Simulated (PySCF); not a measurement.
**C: excitation energy**

C [He] 2s2 2p2 (3P) → C [He] 2s2 2p1 3s1 (3P), as a difference of total energies. Computed with PySCF 2.14 in aug-cc-pVTZ-DK, with the spin-free X2C one-electron Hamiltonian (Gaussian nucleus). Correlated levels: valence: 1s2 frozen. The calculations carry no spin-orbit coupling.

```tsv
method	excitation energy (eV)
UHF	7.556
MP2 (valence)	7.822
SCS-MP2 (valence)	7.725
CCSD (valence)	7.646
CCSD(T) (valence)	7.645
CCSDT (valence)	7.636
```

Errors of the correlated levels include the incompleteness of this basis and the frozen core.

The promoted electron is Rydberg-like, and one or two diffuse shells describe it only roughly, which tends to raise the upper state.

Which method comes closest to the reference value, and which is furthest?

The reference is 7.482 eV (measured; NIST levels, between the centres of gravity of the two terms). Closest: UHF (error 0.074 eV); furthest: MP2 (valence) (error 0.340 eV).
